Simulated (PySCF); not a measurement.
## From computed data to an observable: oscillator strength and radiative lifetime

H₅O₄Si, SMILES O[Si](O)(O)[OH2+], charge +1.

Geometry: r2SCAN-D4/def2-SVP. Other conformers were not sampled.

TDDFT-LC-ωPBE/def2-SVPD run with PySCF puts the first singlet state with f over 0.02 at 9.62 eV (vertical), with the transition dipole (0.162, -0.353, -0.490) in atomic units.

Problem. Find the oscillator strength, the wavelength and the radiative lifetime that this transition would have in vacuum if emission retraced absorption.

Solution. 
|μ|² = 0.3910 au, so |μ| = 1.59 D. ΔE = 9.62/27.211 = 0.3535 hartree. f = (2/3) ΔE |μ|² = 0.092 (the program prints 0.092).
λ = 1239.84/9.62 = 129 nm; ν = 77590 cm⁻¹.
Einstein's coefficient A = 0.6670 ν² f s⁻¹ (ν in cm⁻¹) = 3.7e8 s⁻¹, so τ = 1/A = 2.7 ns. This state is S3; the lower singlets have f = 0.018, 0.019. The figure is the radiative limit of this one transition; relaxation, internal conversion, crossing to triplets and a medium change what is measured.
